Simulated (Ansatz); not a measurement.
One change: `N=C[SiH2][SeH]` becomes `N=C[SiH2]CBr`.

Ansatz, PBE0-D4/def2-TZVP geometries, multiplicity 1. Each molecule was computed in one conformer, which needn't be the lowest.

Scalar relativity is left out up to krypton.

```tsv
property	`N=C[SiH2][SeH]`
LUMO energy (PBE/def2-TZVPP) / eV	-2.31
HOMO energy (PBE0/def2-TZVPP) / eV	-7.10
LUMO energy (PBE0/def2-TZVPP) / eV	-1.28
LUMO energy (B3LYP/def2-TZVPP) / eV	-1.49
size of the dipole moment (ωB97M-V/def2-TZVPP) / D	1.59
HOMO energy (PBE/def2-TZVPP) / eV	-5.90
```

Q: Give the same properties after the change, and the shifts. (An estimate is asked.)

A: Ansatz gave: 
| property | `N=C[SiH2]CBr` | shift |
| --- | --- | --- |
| LUMO energy (PBE/def2-TZVPP) / eV | -2.21 | 0.10 |
| HOMO energy (PBE0/def2-TZVPP) / eV | -7.52 | -0.42 |
| LUMO energy (PBE0/def2-TZVPP) / eV | -1.12 | 0.16 |
| LUMO energy (B3LYP/def2-TZVPP) / eV | -1.36 | 0.13 |
| size of the dipole moment (ωB97M-V/def2-TZVPP) / D | 2.10 | 0.51 |
| HOMO energy (PBE/def2-TZVPP) / eV | -6.09 | -0.19 |

With PBE0 the HOMO falls by 0.42 eV and the LUMO rises by 0.16 eV, so the gap widens by about 0.58 eV. PBE moves the HOMO by -0.19 eV and ωB97M-V by -0.55 eV. Dipoles are sizes alone; their direction can turn.

B3LYP here is the variant with VWN-RPA as its local correlation; programs differ in this.

Spin–orbit coupling is left out; it splits and shifts lone-pair levels of the heavy atoms by tenths of an eV.
